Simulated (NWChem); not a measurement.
System: ScH₃O₃; SMILES [OH][Sc]([OH])[OH]

Here is an NWChem input.

```
start job
memory heap 200 mb stack 900 mb global 1100 mb
geometry units angstroms noautoz
  Sc     0.000000     0.000000     0.005841
  O      0.676815     1.739358     0.001236
  H      1.397284     2.369426    -0.008715
  O      1.167920    -1.455818     0.001236
  H      1.353341    -2.394797    -0.008715
  O     -1.844735    -0.283540     0.001236
  H     -2.750625     0.025371    -0.008715
end
basis spherical
  * library aug-cc-pvdz
end
dft
  xc pbe0
  iterations 150
  mulliken
end
task dft energy
```

Parts of the log:

```
             Northwest Computational Chemistry Package (NWChem) 7.3.0
             --------------------------------------------------------

 C3  symmetry detected

                             Geometry "geometry" -> ""
                             -------------------------

 Output coordinates in angstroms (scale by  1.889725989 to convert to a.u.)

  No.       Tag          Charge          X              Y              Z
 ---- ---------------- ---------- -------------- -------------- --------------
    1 Sc                  21.0000     0.00000000     0.00000000     0.00321225
    2 O                    8.0000     0.42636905     1.81704508    -0.00139275
    3 H                    1.0000     1.05142544     2.54186689    -0.01134375
    4 O                    8.0000     1.36042267    -1.27776897    -0.00139275
    5 H                    1.0000     1.67560858    -2.18149459    -0.01134375
    6 O                    8.0000    -1.78679172    -0.53927611    -0.00139275
    7 H                    1.0000    -2.72703402    -0.36037230    -0.01134375

 Effective nuclear repulsion energy (a.u.)     206.3946718328

      Symmetry information
      --------------------

 Group name             C3
 Group number              5
 Group order               3
 No. of unique centers     3

                                 NWChem DFT Module
                                 -----------------

 Summary of "ao basis" -> "ao basis" (spherical)
 ------------------------------------------------------------------------------
       Tag                 Description            Shells   Functions and Types
 ---------------- ------------------------------  ------  ---------------------
 Sc                       aug-cc-pvdz               19       59   7s6p4d2f
 O                        aug-cc-pvdz                9       23   4s3p2d
 H                        aug-cc-pvdz                5        9   3s2p

      Symmetry analysis of basis
      --------------------------

        a          55
        e+         50
        e-         50

  Rotation of axis

            General Information
            -------------------
          SCF calculation type: DFT
          Wavefunction type:  closed shell.
          No. of atoms     :     7
          No. of electrons :    48
           Alpha electrons :    24
            Beta electrons :    24
          Charge           :     0
          Spin multiplicity:     1
          Use of symmetry is: on ; symmetry adaption is: on
          Maximum number of iterations: 150
          AO basis - number of functions:   155
                     number of shells:    61
          Convergence on energy requested:  1.00D-06
          Convergence on density requested:  1.00D-05
          Convergence on gradient requested:  5.00D-04

              XC Information
              --------------
                         PBE0 Method XC Functional
                     Hartree-Fock (Exact) Exchange  0.250
          PerdewBurkeErnzerhof Exchange Functional  0.750
            Perdew 1991 LDA Correlation Functional  1.000 local
           PerdewBurkeErnz. Correlation Functional  1.000 non-local

             Grid Information
             ----------------
          Grid used for XC integration:  medium
          Radial quadrature: Mura-Knowles
          Angular quadrature: Lebedev.
          Tag              B.-S. Rad. Rad. Pts. Rad. Cut. Ang. Pts.
          ---              ---------- --------- --------- ---------
          Sc                  1.60      112          16.0       590
          O                   0.60       49          14.0       434
          H                   0.35       45          16.0       434
          Grid pruning is: on
          Number of quadrature shells:   206
          Spatial weights used:  Erf1

      Superposition of Atomic Density Guess
      -------------------------------------

 Sum of atomic energies:        -985.53948412

      Non-variational initial energy
      ------------------------------

 Total energy =    -985.859909
 1-e energy   =   -1760.467505
 2-e energy   =     568.212924
 HOMO         =      -0.517541
 LUMO         =      -0.103635

      Symmetry analysis of molecular orbitals - initial
      -------------------------------------------------

  Numbering of irreducible representations:

     1 a           2 e+          3 e-

  Orbital symmetries:

     1 a           2 a           3 e+          4 e+          5 a
     6 e+          7 e+          8 a           9 a          10 e+
    11 e+         12 a          13 a          14 e+         15 e+
    16 a          17 e+         18 e+         19 e+         20 e+
    21 e+         22 e+         23 a          24 a          25 a
    26 e+         27 e+         28 a          29 a          30 e+
    31 e+         32 a          33 e+         34 e+

     ---------------------------------------------
      Total Density - Mulliken Population Analysis
     ---------------------------------------------

    Atom       Charge   Shell Charges
 -----------   ------   -------------------------------------------------------
    1 Sc  21    18.16   2.00  2.00  2.02  0.12  0.00 -0.02  0.00  6.00  5.93  0.07 -0.24 -0.03  0.00  0.35 -0.06 -0.02  0.00  0.05 -0.01
    2 O    8     9.31   2.00  0.87  0.92  0.19  3.22  1.95  0.15  0.00 -0.01
    3 H    1     0.64   0.60 -0.03  0.00  0.08 -0.00
    4 O    8     9.31   2.00  0.87  0.92  0.19  3.22  1.95  0.15  0.00 -0.01
    5 H    1     0.64   0.60 -0.03  0.00  0.08 -0.00
    6 O    8     9.31   2.00  0.87  0.92  0.19  3.22  1.95  0.15  0.00 -0.01
    7 H    1     0.64   0.60 -0.03  0.00  0.08 -0.00

   convergence    iter        energy       DeltaE   RMS-Dens  Diis-err
 ---------------- ----- ----------------- --------- --------- ---------
 d= 0,ls=0.0,diis     1   -987.6990583542 -1.19D+03  1.58D-01  2.69D+00
 d= 0,ls=0.0,diis     2   -985.1007228369  2.60D+00  1.29D-01  3.39D+01
 d= 0,ls=0.0,diis     3   -987.9568307625 -2.86D+00  3.26D-02  4.69D-01
 d= 0,ls=0.0,diis     4   -987.9985608348 -4.17D-02  1.57D-02  4.21D-02
 d= 0,ls=0.0,diis     5   -988.0037664550 -5.21D-03  1.84D-04  3.87D-05
  Resetting Diis
 d= 0,ls=0.0,diis     6   -988.0037705962 -4.14D-06  9.00D-05  1.85D-06
 d= 0,ls=0.0,diis     7   -988.0037707842 -1.88D-07  1.61D-05  7.40D-08
 d= 0,ls=0.0,diis     8   -988.0037707868 -2.62D-09  9.20D-06  6.02D-08

         Total DFT energy =     -988.003770786839
      One electron energy =    -1767.142201594905
           Coulomb energy =      638.348444075545
    Exchange-Corr. energy =      -65.604685100303
 Nuclear repulsion energy =      206.394671832825

 Numeric. integr. density =       47.999991135939

                  Occupations of the irreducible representations
                  ----------------------------------------------

                     irrep           alpha         beta
                     --------     --------     --------
                     a                10.0         10.0
                     e+               14.0         14.0
                     e-                0.0          0.0

                       DFT Final Molecular Orbital Analysis
                       ------------------------------------

 Vector   22  Occ=2.000000D+00  E=-3.262219D-01  Symmetry=e+
              MO Center=  6.0D-01,  6.2D-01, -1.1D-02, r^2= 3.3D+00
   Bfn.  Coefficient  Atom+Function         Bfn.  Coefficient  Atom+Function
  ----- ------------  ---------------      ----- ------------  ---------------
    15      0.366528  1 Sc py                14      0.349465  1 Sc px
    64     -0.348895  2 O  px                18      0.315157  1 Sc py
    96     -0.296079  4 O  px                65      0.294324  2 O  py
    67     -0.245377  2 O  px                17      0.240105  1 Sc px
    99     -0.209938  4 O  px                68      0.207256  2 O  py

 Vector   23  Occ=2.000000D+00  E=-3.151878D-01  Symmetry=a
              MO Center=  4.1D-13,  1.7D-13, -1.6D-03, r^2= 4.2D+00
   Bfn.  Coefficient  Atom+Function         Bfn.  Coefficient  Atom+Function
  ----- ------------  ---------------      ----- ------------  ---------------
    16      0.446395  1 Sc pz                66     -0.345936  2 O  pz
    98     -0.345936  4 O  pz               130     -0.345936  6 O  pz
    19      0.318391  1 Sc pz                69     -0.245031  2 O  pz
   101     -0.245031  4 O  pz               133     -0.245031  6 O  pz
    13      0.093203  1 Sc pz                72     -0.028193  2 O  pz

 Vector   24  Occ=2.000000D+00  E=-3.076204D-01  Symmetry=a
              MO Center=  6.6D-14,  1.3D-14, -1.9D-03, r^2= 4.3D+00
   Bfn.  Coefficient  Atom+Function         Bfn.  Coefficient  Atom+Function
  ----- ------------  ---------------      ----- ------------  ---------------
   129      0.358853  6 O  py                96     -0.324046  4 O  px
    64      0.297506  2 O  px               132      0.244040  6 O  py
    99     -0.222123  4 O  px                65     -0.202411  2 O  py
    67      0.200567  2 O  px                97     -0.156442  4 O  py
    68     -0.140688  2 O  py               100     -0.103352  4 O  py

 Vector   25  Occ=0.000000D+00  E=-5.099869D-02  Symmetry=a
              MO Center= -1.5D-14, -2.8D-15,  1.2D-02, r^2= 4.7D+00
   Bfn.  Coefficient  Atom+Function         Bfn.  Coefficient  Atom+Function
  ----- ------------  ---------------      ----- ------------  ---------------
    28      0.625303  1 Sc d  0               6      0.464494  1 Sc s
     4      0.404714  1 Sc s                  7      0.095125  1 Sc s
    63     -0.085716  2 O  s                 95     -0.085716  4 O  s
   127     -0.085716  6 O  s                 38      0.063853  1 Sc d  0
    62     -0.062206  2 O  s                 94     -0.062206  4 O  s

[...]
```

Level: PBE0/aug-cc-pVDZ. All runs use the structure optimised with PBE0/def2-SVP.
